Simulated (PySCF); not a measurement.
C7H7OP.
SMILES: `CC(=O)c1ccccp1`

Vertical excitations from PySCF (density fitting, frozen core in the response, grid level 2 and gas phase unless stated; continuum runs use non-equilibrium linear response for the excitations) on a GFN2-xTB geometry. Reference run:

| settings | S1, eV (f) | S2, eV (f) | S3, eV (f) | S4, eV (f) | S5, eV (f) | S6, eV (f) | T1, eV (Tamm–Dancoff) | mean α (au) |
| --- | --- | --- | --- | --- | --- | --- | --- | --- |
| wB97X-D/def2-SVPD, full TDDFT, 8 singlets | 3.75 (0.000) | 4.51 (0.042) | 4.65 (0.010) | 4.91 (0.088) | 5.50 (0.003) | 5.66 (0.001) | 3.12 | 107.2 |

Task: What do these settings give: (1) PBE0/def2-SVPD, TDA, 25 singlets; (2) X3LYP/def2-SVPD, fitting basis def2-universal-jkfit, TDA, 6 singlets; (3) CAM-B3LYP/def2-SVPD, fitting basis def2-qzvpp-jkfit, full TDDFT, 12 singlets?

Result: 
```
                                                                    settings    S1, eV (f)    S2, eV (f)    S3, eV (f)    S4, eV (f)    S5, eV (f)    S6, eV (f)  T1, eV (Tamm–Dancoff)  mean α (au)
                                            PBE0/def2-SVPD, TDA, 25 singlets  3.51 (0.000)  4.46 (0.031)  4.47 (0.010)  4.86 (0.000)  5.06 (0.140)  5.26 (0.008)                   3.02        107.8
        X3LYP/def2-SVPD, fitting basis def2-universal-jkfit, TDA, 6 singlets  3.47 (0.000)  4.38 (0.030)  4.43 (0.010)  4.76 (0.000)  4.98 (0.142)  5.22 (0.009)                   3.05        108.7
CAM-B3LYP/def2-SVPD, fitting basis def2-qzvpp-jkfit, full TDDFT, 12 singlets  3.77 (0.000)  4.50 (0.045)  4.66 (0.011)  4.90 (0.081)  5.52 (0.003)  5.70 (0.001)                   3.03        107.1
```

(1) S1 moves by -0.24 eV; functional and response scheme change together, so the shift can't be laid on one. (2) S1 moves by -0.28 eV; functional and response scheme change together, so the shift can't be laid on one. (3) S1 moves by +0.02 eV (CAM-B3LYP has range-separated exact exchange, wB97X-D range-separated exact exchange). States are counted by energy in each run and needn't keep their character from row to row.

Task: Give the leading configurations of S1 (H = HOMO, L = LUMO) and the HOMO–LUMO gap of each run.

Result: 
| settings | S1 configurations (weight) | S1 (eV) | orbital gap (eV) | S1 − gap (eV) |
| --- | --- | --- | --- | --- |
| wB97X-D/def2-SVPD, full TDDFT, 8 singlets | H−1→L 0.82, H−1→L+3 0.10 | 3.75 | 8.52 | -4.77 |
| PBE0/def2-SVPD, TDA, 25 singlets | H→L 0.92 | 3.51 | 5.11 | -1.60 |
| X3LYP/def2-SVPD, fitting basis def2-universal-jkfit, TDA, 6 singlets | H→L 0.94 | 3.47 | 4.86 | -1.39 |
| CAM-B3LYP/def2-SVPD, fitting basis def2-qzvpp-jkfit, full TDDFT, 12 singlets | H−1→L 0.81, H−1→L+4 0.10 | 3.77 | 7.32 | -3.55 |

Shape of the structure used: `[CH3:1][C:2](=[O:3])[c:4]1[cH:5][cH:6][cH:7][cH:8][p:9]1`: C1–C2–C4–C5 180°.

One conformer stands for the species.
